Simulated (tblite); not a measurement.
Compound: C4H5F3SSi.
Bonds: C1–C2 (triple), C2–C3, C3–S4, S4–Si5, Si5–C6, C6–F7, C6–F8, C6–F9. Hydrogens: H10 on C1; H11, H12 on C3; H13, H14 on Si5.

The geometry is computed with GFN2-xTB (gas phase).

Question: Give the optimised bond lengths and angles.

Answer: 
```csv
bond,length (bohr)
C1≡C2,2.263
C2–C3,2.714
C3–S4,3.496
S4–Si5,4.001
Si5–C6,3.665
"C6–F7, C6–F8, C6–F9",2.544
C1–H10,1.982
"C3–H11, C3–H12",2.060
"Si5–H13, Si5–H14",2.755
```

Bonds in one row agree within 0.02 bohr and their mean is given. A selection of angles:
```csv
angle,degrees
C2–C1–H10,178.0
C1–C2–C3,177.7
C2–C3–S4,112.2
C2–C3–H11,111.2
S4–C3–H11,107.9
S4–C3–H12,104.8
H11–C3–H12,109.8
C3–S4–Si5,99.4
S4–Si5–C6,105.9
S4–Si5–H13,113.7
S4–Si5–H14,111.7
C6–Si5–H13,105.6
H13–Si5–H14,113.5
Si5–C6–F7,115.9
Si5–C6–F8,111.2
F7–C6–F8,106.3
```

Torsions: C2–C3–S4–Si5 -61° (synclinal); C3–S4–Si5–C6 -176° (antiperiplanar); S4–Si5–C6–F7 6° (synperiplanar). The mirror-image conformer, all signs reversed, is as good.

Si5 (SiH2 silicon) is distorted tetrahedral (angles from 105.6° to 113.7°). The 2 C–C bonds span 1.197 Å (C1≡C2, drawn triple) to 1.436 Å (C2–C3, drawn single), a spread of 0.239 Å. Of the pairs four or more bonds apart, C1···Si5 is among the closest relative to their van der Waals radii: 3.91 Å, 103 % of the sum of Bondi's values.

Point group: C1 (no symmetry element, even within 0.4 Å). GFN2-xTB frequencies show an imaginary mode (24i cm⁻¹), so the point is no minimum at that level.
